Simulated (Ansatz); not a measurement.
Program: Ansatz. Geometries: PBE0-D4/def2-TZVP. ΔE: electronic, gas phase. CCSD(T)/CBS adds triple-zeta CCSD(T) − MP2 to the extrapolated MP2 energy (def2 sets, frozen cores). This one scheme is used for every species. Each species was taken in one conformer, which may not be the lowest.

`O=C[SiH2][SiH3]` + CH₃NH₂ → `CN[SiH2]C=O` + SiH₄  (cleavage of the Si–Si bond)

| species | CCSD(T)/CBS(def2) energy (Eh) |
| --- | --- |
| `O=C[SiH2][SiH3]` | -694.94742 |
| CH₃NH₂ | -95.75281 |
| `CN[SiH2]C=O` | -499.25691 |
| SiH₄ | -291.46306 |

**Question.** Work out ΔE.

**Answer.** ΔE = (-499.25691) + (-291.46306) − (-694.94742) − (-95.75281) = -0.01974 Eh = -51.8 kJ/mol.

Largest T1 diagnostic among the species: 0.016.

In def2-TZVPP, CCSD(T) changes the Hartree–Fock value by +14.0 kJ/mol (the triples alone add +2.0 kJ/mol) and MP2 by +6.4 kJ/mol. From PBE to PBE0 (25 % exact exchange), in def2-TZVPP and without D4, ΔE moves by −6.7 kJ/mol.
